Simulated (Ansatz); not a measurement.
Born–Oppenheimer molecular dynamics of FH₅N₂OZr (10 atoms, charge 0, multiplicity 1). It starts from a relaxed structure.

Level of theory: RKS B3LYP/def2-SVP in Ansatz 0.2.0.

```yaml
ensemble: NVT, Nosé–Hoover chain
time_step: 1 fs
steps_asked: 150
set_temperature: 400 K
thermostat: time constant 50 fs, chain length 5
seed: 438755
```

First frame:

```xyz
10
Properties=species:S:1:pos:R:3
Zr -0.137 -0.007 -0.070
O -0.307 0.002 1.863
H -0.034 -0.113 2.776
N 1.825 -0.024 -0.669
H 2.432 -0.844 -0.656
H 2.373 0.766 -1.008
N -0.942 1.739 -0.765
H -1.227 1.915 -1.730
H -1.249 2.529 -0.197
F -0.947 -1.584 -0.848
```

Problem. How far do the bonds stretch over the last three quarters of this one trajectory? (Pairs bonded in most of those frames.)

Solution. 
```json
{"bond": "Zr1–O2", "mean (Å)": "1.942", "spread (Å)": "0.033", "shortest": "1.89", "longest": "2.01"}
{"bond": "Zr1–N4", "mean (Å)": "2.049", "spread (Å)": "0.021", "shortest": "2.01", "longest": "2.08"}
{"bond": "Zr1–N7", "mean (Å)": "2.055", "spread (Å)": "0.016", "shortest": "2.02", "longest": "2.10"}
{"bond": "Zr1–F10", "mean (Å)": "1.938", "spread (Å)": "0.046", "shortest": "1.86", "longest": "2.01"}
{"bond": "O2–H3", "mean (Å)": "0.962", "spread (Å)": "0.020", "shortest": "0.93", "longest": "0.99"}
{"bond": "N4–H5", "mean (Å)": "1.022", "spread (Å)": "0.021", "shortest": "0.99", "longest": "1.06"}
{"bond": "N4–H6", "mean (Å)": "1.022", "spread (Å)": "0.020", "shortest": "0.98", "longest": "1.06"}
{"bond": "N7–H8", "mean (Å)": "1.026", "spread (Å)": "0.025", "shortest": "0.99", "longest": "1.06"}
{"bond": "N7–H9", "mean (Å)": "1.026", "spread (Å)": "0.027", "shortest": "0.98", "longest": "1.07"}
```

Mean temperature of the second half: 348 K. The conserved energy stayed within 1.6 meV per atom of its start (net change 0.58 meV per atom), so the integration is sound. The mean temperature of the second half is 13 % below the set value. A run of 0.15 ps of so small a system gives no equilibrium averages.

Run time: 9.2 min on 2 threads of Arm Neoverse V1 (shared host), peak memory 0.26 GiB.
